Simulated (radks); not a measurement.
Values are calculated unless marked as measured or tabulated.
Problem. Radial electron density D(r) = 4 pi r^2 rho(r) of an atom or ion with 53 electrons. Level of theory: scalar-relativistic Kohn-Sham, PBE, spin-polarised, spherical densities, point nucleus (a radial shooting solver on a logarithmic mesh with Libxc functionals).

| r (bohr) | D(r) (e/bohr) | spin D(r) |
|---|---|---|
| 0.00091 | 1.916 | -0.0000141 |
| 0.001068 | 2.524 | -0.0000183 |
| 0.001243 | 3.270 | -0.0000234 |
| 0.001459 | 4.280 | -0.0000300 |
| 0.001712 | 5.579 | -0.0000379 |
| 0.002009 | 7.237 | -0.0000472 |
| 0.002339 | 9.217 | -0.0000569 |
| 0.002745 | 11.81 | -0.0000670 |
| 0.003221 | 15.02 | -0.0000746 |
| 0.00378 | 18.93 | -0.0000753 |
| 0.0044 | 23.36 | -0.0000620 |
| 0.005164 | 28.78 | -0.0000196 |
| 0.00606 | 34.96 | 0.0000762 |
| 0.007111 | 41.75 | 0.000266 |
| 0.008279 | 48.53 | 0.000594 |
| 0.009715 | 55.63 | 0.00119 |
| 0.0114 | 62.14 | 0.00221 |
| 0.01338 | 67.40 | 0.00387 |
| 0.01558 | 70.68 | 0.00633 |
| 0.01828 | 71.87 | 0.0103 |
| 0.02145 | 70.72 | 0.0160 |
| 0.02517 | 67.84 | 0.0239 |
| 0.0293 | 64.70 | 0.0337 |
| 0.03439 | 62.77 | 0.0460 |
| 0.04035 | 64.06 | 0.0589 |
| 0.04736 | 69.53 | 0.0696 |
| 0.05513 | 77.86 | 0.0742 |
| 0.06469 | 87.19 | 0.0688 |
| 0.07592 | 93.05 | 0.0513 |
| 0.08909 | 92.15 | 0.0254 |
| 0.1037 | 84.92 | 0.00400 |
| 0.1217 | 74.58 | 0.00198 |
| 0.1428 | 67.79 | 0.0342 |
| 0.1676 | 68.80 | 0.0944 |
| 0.1951 | 75.07 | 0.147 |
| 0.229 | 79.52 | 0.152 |
| 0.2687 | 73.97 | 0.0903 |
| 0.3153 | 57.90 | 0.0126 |
| 0.3671 | 40.24 | 0.0111 |
| 0.4308 | 28.62 | 0.134 |
| 0.5056 | 27.24 | 0.309 |
| 0.5933 | 30.59 | 0.366 |
| 0.6907 | 31.04 | 0.231 |
| 0.8105 | 25.94 | 0.0214 |
| 0.9512 | 17.99 | 0.0110 |
| 1.116 | 11.38 | 0.354 |
| 1.299 | 7.842 | 0.897 |
| 1.525 | 6.103 | 1.39 |
| 1.789 | 4.860 | 1.53 |
| 2.1 | 3.394 | 1.24 |
| 2.445 | 1.973 | 0.775 |
| 2.869 | 0.8649 | 0.347 |
| 3.367 | 0.2937 | 0.120 |
| 3.951 | 0.1202 | 0.0758 |
| 4.599 | 0.1518 | 0.142 |
| 5.397 | 0.2276 | 0.226 |
| 6.334 | 0.2411 | 0.241 |
| 7.433 | 0.1629 | 0.163 |
| 8.653 | 0.07787 | 0.0779 |
| 10.15 | 0.02457 | 0.0246 |
| 11.92 | 0.004878 | 0.00488 |
| 13.98 | 0.0005637 | 0.000564 |

What is the nuclear charge?

Solution. Z = 55. The innermost maximum, from 1s, lies near gamma/Z bohr with gamma = sqrt(1 - (Z/c)^2) = 0.916, here 0.0167 bohr (found: 0.0183), and its height grows with Z. The density is that of the caesium ion Cs2+ in [Kr] 4d10 5s2 5p4 6d1; the configuration itself is not fixed sharply by these data, and Z only to a few units. D(r) has 5 maxima, at r = 0.0183, 0.0809, 0.231, 0.648, 5.99 bohr, and minima at 0.0352, 0.151, 0.478, 4.08 bohr, inside which lie 1.96, 11.14, 28.99, 52.09 electrons.
